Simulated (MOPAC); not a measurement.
MOPAC input (AM1):

```
AM1 FORCE THERMO(298,298) PRECISE LET UHF MS=0.5 GEO-OK AUX(PRECISION=9) THREADS=1
H3Cl2Si2

Cl    2.45634155 1   -1.34425178 1    0.02307260 1
Si    1.16754300 1    0.17667218 1    0.06566651 1
Si   -1.20485152 1   -0.25503479 1   -0.17054807 1
Cl   -2.33768750 1    1.43567113 1    0.13092846 1
H     1.62643485 1    1.45962685 1   -0.46483210 1
H    -1.42868748 1   -0.79378370 1   -1.51766386 1
H    -1.54196659 1   -1.29039132 1    0.81347121 1
```

From the output:

```
     H    7   2.805863

          HEAT OF FORMATION =     -54.738822 KCALS/MOLE

          ZERO POINT ENERGY      16.206 KCAL/MOL

           NORMAL COORDINATE ANALYSIS (Total motion = 1 Angstrom)

   Root No.       1         2         3         4         5         6         7         8

                 1 A       2 A       3 A       4 A       5 A       6 A       7 A       8 A

                  10.3      82.9     137.4     213.6     335.0     370.8     446.6     513.5

           1   -0.0047   -0.0024   -0.1212    0.0188   -0.0185   -0.0425   -0.0643   -0.1512
           2    0.0003   -0.1078   -0.0855    0.0101   -0.0022    0.0040   -0.0052   -0.0005
           3   -0.0919   -0.0005    0.0043    0.0132   -0.0013    0.0038    0.0001    0.0027
           4   -0.0045   -0.0112   -0.1194   -0.0035    0.0065    0.0057    0.0505    0.2238
           5   -0.0015    0.1297    0.0524    0.0128   -0.0251   -0.1031   -0.0519    0.0664
           6    0.1177    0.0070   -0.0310   -0.0453    0.0215   -0.0236   -0.0035   -0.0091
           7   -0.0065    0.0143    0.1040   -0.0058    0.0037   -0.0162    0.2603   -0.0504
           8   -0.0007    0.1138   -0.0666   -0.0117    0.0267    0.1063    0.0368   -0.0441
           9    0.0822   -0.0112    0.0084    0.0013   -0.0455    0.0206    0.0305    0.0053
          10    0.0125   -0.0078    0.1308   -0.0129    0.0122    0.0471   -0.1859    0.0187
          11    0.0031   -0.0968    0.1022   -0.0013   -0.0012   -0.0078    0.0217   -0.0082
          12   -0.0820    0.0011    0.0088    0.0019    0.0116   -0.0004   -0.0219    0.0002
          13    0.0668    0.1094   -0.0915    0.1039   -0.0609    0.0209   -0.0884    0.0987
          14   -0.0544    0.1220   -0.0565   -0.2976   -0.0194   -0.1938   -0.1476   -0.0538
          15    0.2721    0.1335    0.1663    0.5641   -0.0533    0.1496    0.0187    0.0726
          16   -0.1080    0.0821    0.0945   -0.0185    0.0035    0.0632    0.1209   -0.0935
          17    0.0353    0.1275   -0.0755    0.0851    0.4005   -0.0646   -0.0295   -0.1581
          18    0.1253   -0.0184    0.0044    0.0581    0.1611   -0.0888    0.0184   -0.0448
          19    0.0746    0.0800    0.0906   -0.0351   -0.0083    0.0447    0.1075   -0.1757
          20   -0.0364    0.1663   -0.0597   -0.1283   -0.3068    0.3028    0.0165   -0.1032
          21    0.1485   -0.0177   -0.0018    0.0705    0.1939   -0.0986   -0.0226   -0.0205

   Root No.       9        10        11        12        13        14        15

                 9 A      10 A      11 A      12 A      13 A      14 A      15 A

                 578.7     602.9     636.0     788.5    2201.2    2202.5    2216.1

           1   -0.0057   -0.0110    0.0008    0.0003   -0.0000    0.0000    0.0005
           2    0.0024    0.0066   -0.0024    0.0001    0.0000   -0.0000   -0.0003
           3    0.0015    0.0040   -0.0016   -0.0001   -0.0000    0.0000   -0.0001
           4    0.0011   -0.0040    0.0139    0.0002   -0.0011    0.0012    0.0131
           5   -0.0053   -0.0141    0.0089    0.0002    0.0021   -0.0020   -0.0215
           6   -0.0047   -0.0025    0.0004    0.0004    0.0012   -0.0013   -0.0134
           7    0.0025   -0.0031   -0.0174   -0.0146   -0.0063    0.0100   -0.0013
           8   -0.0030   -0.0175   -0.0245    0.0162    0.0138   -0.0138    0.0022
           9   -0.0192    0.0020    0.0006   -0.0024   -0.0227   -0.0237   -0.0001
          10   -0.0022   -0.0054   -0.0067   -0.0049   -0.0005    0.0004   -0.0001
          11    0.0011    0.0045    0.0059    0.0029    0.0002   -0.0002    0.0001
          12    0.0120   -0.0044   -0.0002   -0.0007   -0.0004   -0.0003   -0.0000
          13    0.1593    0.4635   -0.2173   -0.0018    0.0346   -0.0338   -0.3837
          14    0.0764    0.2484   -0.1293    0.0008   -0.0553    0.0526    0.6184
          15    0.0228    0.0441   -0.0068   -0.0039   -0.0354    0.0338    0.3819
          16   -0.3633    0.2813    0.2191    0.3116    0.1702    0.0233    0.0133
          17   -0.0506    0.1674    0.2012   -0.2916   -0.3705   -0.0444   -0.0307
          18    0.0488    0.0278    0.0596   -0.2283    0.7129    0.0507    0.0600
          19    0.3799    0.0283    0.3023    0.2496    0.0207   -0.3169    0.0287
          20    0.0809    0.0723    0.2379   -0.2672   -0.0259    0.4391   -0.0413
          21    0.1194   -0.0440   -0.0194    0.3158   -0.0660    0.6226   -0.0592

           MASS-WEIGHTED COORDINATE ANALYSIS (NORMAL COORDINATES)

   Root No.       1         2         3         4         5         6         7         8

                 1 A       2 A       3 A       4 A       5 A       6 A       7 A       8 A

                  10.3      82.9     137.4     213.6     335.0     370.8     446.6     513.5

           1   -0.0249   -0.0109   -0.4344    0.1512   -0.1619   -0.2557   -0.2023   -0.5604
           2    0.0016   -0.4924   -0.3062    0.0808   -0.0193    0.0241   -0.0162   -0.0018
           3   -0.4863   -0.0024    0.0154    0.1062   -0.0111    0.0230    0.0004    0.0099
           4   -0.0214   -0.0457   -0.3809   -0.0247    0.0510    0.0307    0.1415    0.7381
           5   -0.0070    0.5270    0.1672    0.0917   -0.1961   -0.5523   -0.1455    0.2191
           6    0.5545    0.0285   -0.0988   -0.3233    0.1683   -0.1264   -0.0098   -0.0302
           7   -0.0305    0.0582    0.3317   -0.0414    0.0290   -0.0866    0.7290   -0.1661
           8   -0.0035    0.4624   -0.2125   -0.0835    0.2085    0.5694    0.1030   -0.1455
           9    0.3873   -0.0456    0.0268    0.0093   -0.3552    0.1105    0.0854    0.0173
          10    0.0661   -0.0354    0.4686   -0.1038    0.1071    0.2834   -0.5851    0.0693
          11    0.0162   -0.4422    0.3661   -0.0103   -0.0103   -0.0470    0.0684   -0.0305
          12   -0.4341    0.0050    0.0315    0.0154    0.1021   -0.0024   -0.0690    0.0008
          13    0.0596    0.0842   -0.0553    0.1405   -0.0901    0.0212   -0.0469    0.0617
          14   -0.0486    0.0939   -0.0342   -0.4026   -0.0287   -0.1966   -0.0783   -0.0336
          15    0.2429    0.1028    0.1005    0.7632   -0.0789    0.1518    0.0099    0.0454
          16   -0.0964    0.0632    0.0571   -0.0251    0.0052    0.0641    0.0642   -0.0584
          17    0.0315    0.0982   -0.0456    0.1151    0.5925   -0.0655   -0.0156   -0.0988
          18    0.1119   -0.0142    0.0026    0.0787    0.2384   -0.0901    0.0098   -0.0280
          19    0.0666    0.0616    0.0548   -0.0475   -0.0123    0.0453    0.0570   -0.1098
          20   -0.0325    0.1280   -0.0361   -0.1735   -0.4538    0.3071    0.0088   -0.0645
          21    0.1326   -0.0136   -0.0011    0.0953    0.2869   -0.1000   -0.0120   -0.0128

   Root No.       9        10        11        12        13        14        15

                 9 A      10 A      11 A      12 A      13 A      14 A      15 A

                 578.7     602.9     636.0     788.5    2201.2    2202.5    2216.1

           1   -0.0569   -0.1010    0.0085    0.0030   -0.0003    0.0002    0.0034
           2    0.0239    0.0609   -0.0242    0.0007    0.0003   -0.0003   -0.0021
           3    0.0153    0.0364   -0.0162   -0.0009   -0.0000    0.0000   -0.0010
           4    0.0100   -0.0325    0.1262    0.0018   -0.0071    0.0072    0.0822
           5   -0.0471   -0.1147    0.0806    0.0013    0.0131   -0.0123   -0.1345
           6   -0.0420   -0.0201    0.0035    0.0033    0.0076   -0.0084   -0.0843
           7    0.0224   -0.0252   -0.1574   -0.1108   -0.0398    0.0624   -0.0084
           8   -0.0266   -0.1432   -0.2215    0.1228    0.0865   -0.0859    0.0135
           9   -0.1710    0.0166    0.0058   -0.0185   -0.1425   -0.1477   -0.0006
          10   -0.0219   -0.0492   -0.0686   -0.0418   -0.0032    0.0031   -0.0006
          11    0.0114    0.0414    0.0600    0.0244    0.0016   -0.0016    0.0004
          12    0.1201   -0.0406   -0.0017   -0.0059   -0.0025   -0.0021   -0.0001
          13    0.2682    0.7167   -0.3726   -0.0026    0.0412   -0.0400   -0.4557
          14    0.1287    0.3841   -0.2217    0.0012   -0.0658    0.0622    0.7344
          15    0.0384    0.0683   -0.0117   -0.0057   -0.0421    0.0400    0.4535
          16   -0.6118    0.4349    0.3757    0.4487    0.2025    0.0275    0.0158
          17   -0.0851    0.2588    0.3449   -0.4199   -0.4408   -0.0525   -0.0364
          18    0.0822    0.0430    0.1021   -0.3288    0.8482    0.0600    0.0713
          19    0.6397    0.0438    0.5182    0.3595    0.0246   -0.3748    0.0341
          20    0.1362    0.1119    0.4078   -0.3848   -0.0308    0.5193   -0.0491
          21    0.2011   -0.0680   -0.0333    0.4547   -0.0785    0.7364   -0.0703

          DESCRIPTION OF VIBRATIONS

 VIBRATION          1    1A          ATOM PAIR     ENERGY CONTRIBUTION    RADIAL
 FREQUENCY            10.27         Si2 -- Si3         +31.1% (999.0%)      0.0%
 TRANSITION DIPOLE   0.2286         Si3 -- Cl4         +25.7% (999.0%)      0.0%
 TRAVEL (Ang.)       0.9954         Si3 -- H 7         +16.7% (999.0%)     79.0%
 REDUCED MASS        6.6260         Si3 -- H 6         +15.1% (999.0%)     87.6%
 EFFECTIVE MASS   9377.6422         Cl1 -- Si2         +10.7% (999.0%)      0.0%
 FORCE CONSTANT      0.0004

 VIBRATION          2    2A          ATOM PAIR     ENERGY CONTRIBUTION    RADIAL
 FREQUENCY            82.89         Si2 -- Si3         +25.3% (286.7%)      0.1%
 TRANSITION DIPOLE   0.5435         Cl1 -- Si2         +23.8% (278.1%)      0.1%
 TRAVEL (Ang.)       0.3403         Si3 -- Cl4         +18.1% (242.8%)      0.1%
 REDUCED MASS        7.0235         Si3 -- H 7         +12.7% (203.0%)     22.2%
 EFFECTIVE MASS    190.2293         Si3 -- H 6         +11.3% (191.3%)     29.1%
 FORCE CONSTANT      0.0284

 VIBRATION          3    3A          ATOM PAIR     ENERGY CONTRIBUTION    RADIAL
 FREQUENCY           137.42         Si2 -- Si3         +37.1% (178.1%)      0.1%
 TRANSITION DIPOLE   0.1218         Si3 -- H 6         +13.9% (109.2%)     22.7%
 TRAVEL (Ang.)       0.2346         Si3 -- Cl4         +13.7% (108.4%)      1.1%
 REDUCED MASS        8.9134         Si3 -- H 7         +12.9% (105.1%)     29.4%
 EFFECTIVE MASS     60.9548         Si2 -- H 5         +12.5% (103.3%)     23.1%
 FORCE CONSTANT      0.0992

 VIBRATION          4    4A          ATOM PAIR     ENERGY CONTRIBUTION    RADIAL
 FREQUENCY           213.59         Si2 -- H 5         +58.6% ( 98.7%)      0.3%
```
